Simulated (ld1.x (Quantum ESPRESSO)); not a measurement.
## Ranking TM potentials for palladium (Pd)

All share these settings but for the change named:

ld1.x (Quantum ESPRESSO) 7.5 input, shortened:

```
&input
   title='Pd', zed=46., rel=1, dft='PBE', iswitch=3,
   config='[Kr] 4d10 5s0 5p0'
 /
 &inputp
   pseudotype=2, tm=.true., lloc=1,
   nlcc=.true., rcore=0.60
 /
3
5S  1  0   0.00   0.00  2.65  2.65  0.0
4D  3  2  10.00   0.00  1.20  1.20  0.0
5P  2  1   0.00   0.00  3.30  3.30  0.0
 &test
   configts(1)='4d10 5s0 5p0'
 /
```

Cutoff: the first of the cutoffs (Ry, on a coarse ladder) from which the occupation-weighted sum of valence levels, in a spherical-Bessel basis at the reference potential, stays within 10 and 1 mRy of its value at 400 Ry; the density cutoff is not measured.

The base gives 70 Ry.

Of 8 variants that were run, those that failed, showed a ghost or another fault, or gave nearly equal values are left out.

A variant can come out equal or close to the base.

Q: Rank these variants from softest to hardest (loose cutoff).
A. all radii but the core radius scaled by about 1.12 (s 2.98, p 3.70, d 1.34 bohr)
B. all radii but the core radius scaled by about 0.82 (s 2.16, p 2.70, d 0.98 bohr)
C. all radii but the core radius scaled by about 0.90 (s 2.38, p 2.96, d 1.08 bohr)

A: A (70 Ry), C (90 Ry), B (160 Ry).
